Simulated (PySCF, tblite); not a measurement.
A database entry of computed molecular properties. Lists by class give the value and the number of equivalent atoms.

```json
{
 "formula": "C4H8F3PSSi",
 "smiles": "FC(F)(F)[P@]1(=S)C[C@H]([SiH3])C1",
 "charge": 0,
 "multiplicity": 1,
 "geometry_level": "GFN2-xTB",
 "atoms_angstrom": [
  ["F", 2.516, 2.026, -0.679],
  ["C", 2.089, 1.04, 0.112],
  ["F", 3.134, 0.573, 0.797],
  ["F", 1.249, 1.589, 1.003],
  ["P", 1.277, -0.349, -0.915],
  ["S", 2.474, -1.142, -2.199],
  ["C", -0.414, 0.322, -1.274],
  ["C", -1.035, -0.675, -0.263],
  ["Si", -2.189, 0.139, 1.019],
  ["C", 0.265, -1.264, 0.341],
  ["H", -0.728, 0.181, -2.308],
  ["H", -0.539, 1.373, -1.01],
  ["H", -1.568, -1.458, -0.807],
  ["H", -2.616, -0.917, 1.936],
  ["H", -1.429, 1.173, 1.715],
  ["H", -3.31, 0.712, 0.277],
  ["H", 0.463, -0.967, 1.371],
  ["H", 0.355, -2.348, 0.267]
 ],
 "electronic_structure_code": "PySCF",
 "results": {
  "GFN2-xTB geometry": {
   "point_group": "Cs",
   "rotational_constants_GHz": [1.177, 0.638, 0.489]
  },
  "PBE0/pcSseg-1 ground state and GIAO shieldings, non-relativistic": {
   "dipole_D": 4.14,
   "homo_eV": -7.16,
   "lumo_eV": -0.19,
   "shift_vs_computed_TMS_C_by_class_ppm": [
    [133.1, 1],
    [42.7, 2],
    [9.3, 1]
   ],
   "shift_vs_computed_TMS_H_by_class_ppm": [
    [3.95, 3],
    [2.92, 2],
    [2.76, 2],
    [2.37, 1]
   ],
   "shielding_other_nuclei_by_class_ppm": [
    ["F", 260.8, 3],
    ["Si", 412.3, 1],
    ["P", 275.2, 1],
    ["S", 698.0, 1]
   ],
   "charges_hirshfeld_e_by_atom": [-0.09, 0.21, -0.09, -0.08, 0.31, -0.28, -0.11, -0.11, 0.32, -0.11, 0.05, 0.04, 0.05, -0.07, -0.07, -0.07, 0.04, 0.05]
  },
  "GFN2-xTB harmonic vibrations, gas phase": {
   "strongest_ir_bands_cm-1_km_per_mol_modes": [
    [756.2, 161.5, 1],
    [783.7, 464.2, 1],
    [1077.5, 210.6, 1],
    [2285.2, 161.8, 1],
    [2292.5, 357.3, 1],
    [2310.5, 228.8, 1]
   ],
   "zpe_kcal_per_mol": 69.7
  }
 }
}
```

The zero-point energy, half the sum of the 48 harmonic wavenumbers, equals 24390 cm⁻¹ or 292 kJ/mol. The rotational constants make it an asymmetric top with κ = (2B − A − C)/(A − C) = -0.57, nearer the prolate limit (−1). The dipole equals about 13.8 × 10⁻³⁰ C·m (1 D = 3.33564 × 10⁻³⁰ C·m).

 NMR classes are plain means over equivalent atoms (diastereotopic ones count apart unless rotation or inversion swaps them), as if these changed places fast; in this geometry the members of some classes differ.

Conformer computed: `[F:1][C:2]([F:3])([F:4])[P@:5]1(=[S:6])[CH2:7][C@H:8]([SiH3:9])[CH2:10]1`: F1–C2–P5–S6 60°.
